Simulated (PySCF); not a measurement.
CH7SbSi.
Bonds: C1–Si2, Si2–Sb3. Hydrogens: H4, H5, H6 on C1; H7, H8 on Si2; H9, H10 on Sb3.

Computed by this run: PBE0-D3(BJ)/def2-SVP geometry optimisation, gas phase, def2 core potentials past Kr in PySCF 2.14.0; density fitting, grid level 1; the optimiser is geomeTRIC in internal coordinates, started from a GFN2-xTB structure with every atom displaced at random (about 0.01 Å).

Step 0: E = -15558.5096 eV
```
atom  x, y, z in Å  |  force x, y, z in eV/Å
C1     -1.4529   -0.6268   -0.0662    0.010   1.627  -0.035
Si2    -0.0740    0.6706   -0.1523   -0.620  -0.611   0.062
Sb3     1.9046   -0.3042    1.0784    0.189   0.084   0.737
H4     -2.3393   -0.2215   -0.5492   -0.427   0.178  -0.244
H5     -1.7271   -0.8524    0.9478   -0.120  -0.236   0.914
H6     -1.2019   -1.5209   -0.5729    0.499  -1.365  -0.714
H7      0.1552    1.0349   -1.5549    0.238   0.076  -0.528
H8     -0.5004    1.9010    0.5273   -0.142   0.418   0.336
H9      2.4183   -1.1105   -0.2910    0.146  -0.463  -0.568
H10     2.8679    1.0089    0.6120    0.227   0.293   0.041
```

Q: Estimate the geometry and energy of step 1. (The exact step hangs on the optimiser's Hessian estimate; all steps are aligned on step 0, rigid shifts and turns removed.)

A: E = -15558.6184 eV, largest force 0.544 eV/Å
```
atom  x, y, z in Å  |  force x, y, z in eV/Å
C1     -1.5291   -0.6050   -0.0843    0.064  -0.374  -0.023
Si2    -0.1044    0.6258   -0.1229    0.049   0.154  -0.039
Sb3     2.0093   -0.2570    1.1016    0.234  -0.094  -0.482
H4     -2.4202   -0.1940   -0.5843    0.036   0.055  -0.003
H5     -1.8075   -0.8543    0.9540    0.036   0.015  -0.083
H6     -1.2593   -1.5478   -0.6031   -0.048   0.235   0.143
H7      0.2415    0.9775   -1.5392   -0.042   0.008   0.062
H8     -0.5153    1.8814    0.5910    0.032  -0.039  -0.050
H9      2.4967   -1.1669   -0.3209   -0.152   0.271   0.420
H10     2.9386    1.1195    0.5870   -0.209  -0.230   0.054
```

The energy changes by -0.1087 eV. The first-order estimate −F·Δx gives -0.3429 eV and the mean of the old and new forces, exact on a quadratic surface, -0.1149 eV. The step makes an angle of 68° with the force vector and moves no atom by more than 0.134 Å.

The cost below is that of the whole optimisation. Hardware: one thread of an AMD EPYC 9R45, shared host with 96 logical CPUs at a one-minute load of 18. Cost: 21 s of wall time, 0.40 GiB resident at most.
